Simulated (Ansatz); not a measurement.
A run for Ansatz (a program for electronic structure): R-wB97M-V/def2-TZVPPD on HBr (SMILES Br). Files ending in .json are basis or fitting sets from the Basis Set Exchange.

Ansatz 0.2 input:
```yaml
crystal:
  periodic: [false, false, false]
  atoms:
    - {symbol: Br, position_ang: [0.82409562, -0.40790875, 3.68244345]}
    - {symbol: H, position_ang: [0.13174349, -0.37410516, 2.39901666]}
basis:
  gaussian:
    orbitals: def2-TZVPPD.json
hamiltonian:
  xc: {name: wB97M-V}
scf: {lower_state_search: off}
```

Give the final energy of this run.

-2574.6090 hartree.
